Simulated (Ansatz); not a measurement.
Molecule: KI, charge -1, multiplicity 2. SMILES of the parent species: [K][I]

Atoms: K1, I2. Bonds: K1-I2.

Bond lengths (Å) and angles (degrees) optimised at HF/3-21G with Ansatz (a first-principles code); HF/LANL2DZ with Ansatz; B3LYP/LANL2DZ with Ansatz, each started from the B3LYP-D3(BJ)/def2-TZVP structure (Ansatz) of the last column. A row stands for all coordinates that are equal there.

```
coordinate  HF/3-21G  HF/LANL2DZ  B3LYP/LANL2DZ  B3LYP-D3(BJ)/def2-TZVP
----------  --------  ----------  -------------  ----------------------
K1-I2          3.447       3.482          3.443                   3.315
```

Mean signed difference of all 1 bond lengths from B3LYP-D3(BJ)/def2-TZVP: HF/3-21G 0.132 Å, HF/LANL2DZ 0.167 Å, B3LYP/LANL2DZ 0.128 Å.
